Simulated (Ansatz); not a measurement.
`C#CC1(C#C)CC1` + H₂ → `C#CC1CC1` + `C#C` at 500 K and 1 bar (hydrogenolysis of a C–C bond).

Gas-phase electronic energies from Ansatz, PBE0-D4/def2-TZVP geometries. CCSD(T)/CBS adds triple-zeta CCSD(T) − MP2 to the extrapolated MP2 energy (def2 sets, frozen cores). This one scheme is used for every species.

```csv
species,CCSD(T)/CBS energy (Eh),H − E (kJ/mol),S (J/(mol·K))
`C#CC1(C#C)CC1`,-269.80987,313.6,408.3
H₂,-1.17544,41.0,145.5
`C#CC1CC1`,-193.77386,277.2,351.9
`C#C`,-77.22717,90.7,225.3
```

H − E and S are ideal-gas, rigid-rotor, harmonic terms from PBE0-D4/def2-TZVP. The MP2-based limit puts H₂ 0.8 mEh under its directly extrapolated value; such offsets cancel only in part. 1 Eh = 2625.50 kJ/mol, R = 8.31446 J/(mol·K).

Question: By hand: ΔE, ΔH, ΔS and ΔG.

Answer: ΔE = (-193.77386) + (-77.22717) − (-269.80987) − (-1.17544) = -0.01572 Eh = -41.3 kJ/mol. Δ(H − E) = 277.2 + 90.7 − 313.6 − 41.0 = 13.3, so ΔH = -28.0 kJ/mol. ΔS = 351.9 + 225.3 − 408.3 − 145.5 = 23.4 J/(mol·K). ΔG = -28.0 − 500 × (23.4)/1000 = -39.7 kJ/mol.

Question: By hand: the equilibrium constant, and the temperature at which ΔG would vanish if ΔH and ΔS stayed fixed.

Answer: log₁₀ K = −ΔG/(RT ln 10) = 4.1. ΔH and −TΔS have one sign here, so there is no such temperature.

TΔS isn't small against ΔH here. A doubt of 5 kJ/mol in ΔE shifts log₁₀ K by 0.5 here. These are equilibria of isolated gas molecules and say nothing of rates. Largest T1 diagnostic: 0.013 (customary marks: 0.02 for closed shells, 0.045 for open ones).
